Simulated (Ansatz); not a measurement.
Frontier orbitals of C₂H₃AlCl₂, SMILES `C=[CH][Al]([Cl])[Cl]`.

```json
{"atom": "C1", "x (Å)": "0.4481", "y (Å)": "0.1382", "z (Å)": "1.3747"}
{"atom": "C2", "x (Å)": "-0.3265", "y (Å)": "-0.4624", "z (Å)": "0.4692"}
{"atom": "Al3", "x (Å)": "-0.2672", "y (Å)": "0.0547", "z (Å)": "-1.3770"}
{"atom": "Cl4", "x (Å)": "-1.4578", "y (Å)": "-0.8561", "z (Å)": "-2.8278"}
{"atom": "Cl5", "x (Å)": "1.0248", "y (Å)": "1.5794", "z (Å)": "-1.9846"}
{"atom": "H6", "x (Å)": "0.4337", "y (Å)": "-0.1361", "z (Å)": "2.4274"}
{"atom": "H7", "x (Å)": "1.1360", "y (Å)": "0.9358", "z (Å)": "1.1053"}
{"atom": "H8", "x (Å)": "-0.9911", "y (Å)": "-1.2535", "z (Å)": "0.8128"}
```

The species carries charge 0 and has multiplicity 1. Geometry: relaxed with PBE0-D4/def2-TZVP. It is one conformer, not always the lowest. Basis def2-TZVPP, the Gaussian-basis code of Ansatz.

Orbital energies of one run (eV). Highest occupied ones, from the top: -9.84, -10.20, -10.56, -10.80, -11.27, -11.30, -12.10, -13.09, -13.90, -15.04, -17.90, -23.32, -24.27, -24.61. Empty: -0.58, 0.53, 1.54, 2.31, 2.56, 3.37.

Problem. Which functional gave them?
A. r2SCANh
B. CAM-B3LYP
C. ωB97X-V
D. B97M-V

Solution. B. HOMO energies: CAM-B3LYP -9.84, ωB97X-V -10.88, r2SCANh -8.05, B97M-V -7.58 eV.
